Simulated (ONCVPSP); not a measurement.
vanadium: variants of one ONCV potential

Base potential:

vanadium, optimised norm-conserving Vanderbilt (ONCV), made with ONCVPSP 4.0.1 (PBE, scalar-relativistic). Core [Ne], reference 3s2 3p6 3d3 4s1.5 4p0.5. Waves: 3s+4s: rc 1.65 bohr, ncon 3, nbas 6, qcut 5.7 1/bohr, 2 projectors; 3p+4p: rc 1.80 bohr, ncon 3, nbas 8, qcut 7.5 1/bohr, 2 projectors; 3d: rc 1.65 bohr, ncon 3, nbas 7, qcut 9.9 1/bohr, local. Local part: the d channel. Core correction: none.

All-electron outer shells of the reference configuration (PBE, scalar-relativistic, ld1.x):

| shell | level (eV) | outermost node (bohr) | outermost maximum (bohr) |
| --- | --- | --- | --- |
| 2s | -603.34 | 0.09 | 0.26 |
| 2p | -503.87 | – | 0.21 |
| 3s | -70.97 | 0.38 | 0.82 |
| 3p | -44.77 | 0.35 | 0.84 |
| 3d | -5.85 | – | 0.90 |
| 4s | -5.14 | 1.17 | 2.72 |
| 4p | -1.79 | 1.30 | 3.59 |

Cutoffs, loose and tight: the cutoffs (Ha) at which the residual kinetic energy of the hardest occupied pseudo-wave falls to 1 and 0.1 mHa per electron. They do not see the model core or the augmentation charge, which bear on the density cutoff. Test errors are all-electron minus pseudo excitation energies from the reference, over the configurations 3s2 3p6 3d3 4s2 4p0; 3s2 3p6 3d3 4s1 4p0; 3s2 3p6 3d3 4s0 4p0; 3s2 3p6 3d3.5 4s1.5 4p0. A dash means not determined; rows that change the core or the reference have their own tests.

A true bound ghost makes a file unfit for plane-wave use even where its test errors are small: the radial tests pick states by their node count and pass the ghost by.

| change | outcome | cutoff, loose | cutoff, tight | bound ghosts | GHOST(+) flags above zero | largest test error (meV) |
| --- | --- | --- | --- | --- | --- | --- |
| base | generated | 35 Ha | 40 Ha | s | none | -1.5 |
| s: qcut 3.7 | generated | 35 Ha | 40 Ha | s | none | -1.5 |
| s: qcut 5.5 | generated | 35 Ha | 40 Ha | s | none | -1.5 |
| s: qcut 6.4 | generated | 35 Ha | 40 Ha | s | none | -1.5 |
| s: qcut 7.3 | generated | 35 Ha | 40 Ha | s | none | -1.6 |
| s: qcut 8.5 | generated | 35 Ha | 40 Ha | s | none | -1.6 |

Problem. What comes out with this change to the base: s: qcut 4.7?

Solution. outcome: generated; cutoff, loose: 35 Ha; cutoff, tight: 40 Ha; bound ghosts: none; GHOST(+) flags above zero: s; largest test error (meV): -1.5.

Reading the sweep of the qcut of the s channel (base included, trends over the rows without a ghost): Bound ghosts are found at 3.7, 5.5, 5.7, 6.4, 7.3, 8.5 1/bohr.
